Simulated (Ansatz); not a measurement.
A family of molecules: the HOMO–LUMO gap

Gas-phase molecules, one atom swapped for its congeners: SnH2(CH3)2; SnH2(CH3)(SiH3); SnH2(CH3)(GeH3). All are singlets with charge 0.

Shapes, held fixed at every level: PBE0-D4/def2-TZVP. Programs: Ansatz 0.2.0. Values in eV.

(1) How should the HOMO–LUMO gap change along the series?

Results:

(1) At wB97M-V/def2-TZVPP the HOMO–LUMO gap falls at every step, from 11.91 to 11.09 eV. 5 of 6 levels show this order throughout; 5 agree on the largest and the smallest. For atoms past krypton def2 sets carry core potentials with scalar relativity. Relativity is left out for Ge. Orbital gaps aren't excitation energies, and the LUMO depends on the basis.

```csv
level,SnH2(CH3)2,SnH2(CH3)(SiH3),SnH2(CH3)(GeH3)
PBE-D4/def2-TZVPP,6.69,5.89,5.88
B3LYP-D4/def2-TZVPP,8.07,7.26,7.24
BHLYP-D4/def2-TZVPP,10.15,9.29,9.27
r2SCAN0-D4/def2-TZVPP,9.06,8.04,8.09
wB97X-V/def2-TZVPP,12.49,11.65,11.62
wB97M-V/def2-TZVPP,11.91,11.10,11.09
```
